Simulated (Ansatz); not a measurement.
C₇H₃F₅ (`Cc1c(F)c(F)c(F)c(F)c1F`), relaxed with RKS PBE0-D4/def2-TZVP in Ansatz from a PBE-D4/def2-SVP geometry. The force threshold is 0.005 eV/Å; the program also tests the step.

Charge 0, multiplicity 1.

Start:

```xyz
15

C     0.838   -2.066    0.367
C     0.289   -0.688    0.121
C    -0.174   -0.299   -1.148
F    -0.111   -1.166   -2.171
C    -0.697    0.981   -1.392
F    -1.125    1.321   -2.612
C    -0.776    1.906   -0.338
F    -1.275    3.125   -0.554
C    -0.322    1.548    0.942
F    -0.392    2.428    1.946
C     0.196    0.260    1.154
F     0.622   -0.060    2.386
H     0.034   -2.768    0.672
H     1.589   -2.050    1.179
H     1.303   -2.473   -0.550
```

```json
{"step": "1", "energy (eV)": "-20878.5129", "largest force (eV/Å)": "0.576", "largest move (Å)": "0.000"}
{"step": "2", "energy (eV)": "-20878.6006", "largest force (eV/Å)": "0.194", "largest move (Å)": "0.026"}
{"step": "3", "energy (eV)": "-20878.6082", "largest force (eV/Å)": "0.017", "largest move (Å)": "0.011"}
{"step": "4", "energy (eV)": "-20878.6082", "largest force (eV/Å)": "0.007", "largest move (Å)": "0.001"}
{"step": "5", "energy (eV)": "-20878.6082", "largest force (eV/Å)": "0.001", "largest move (Å)": "0.001"}
```

End:

```xyz
15

C     0.832   -2.050    0.364
C     0.282   -0.682    0.120
C    -0.173   -0.291   -1.130
F    -0.116   -1.149   -2.147
C    -0.690    0.970   -1.372
F    -1.113    1.306   -2.581
C    -0.764    1.885   -0.335
F    -1.256    3.094   -0.549
C    -0.320    1.528    0.927
F    -0.388    2.400    1.922
C     0.191    0.259    1.135
F     0.609   -0.054    2.360
H     0.040   -2.741    0.664
H     1.574   -2.030    1.162
H     1.293   -2.446   -0.540
```

It took 16 s on 4 threads of an AMD EPYC 7R13 on a shared host and a share of an NVIDIA H100 80 GB, with 1 GiB of host memory at the peak.
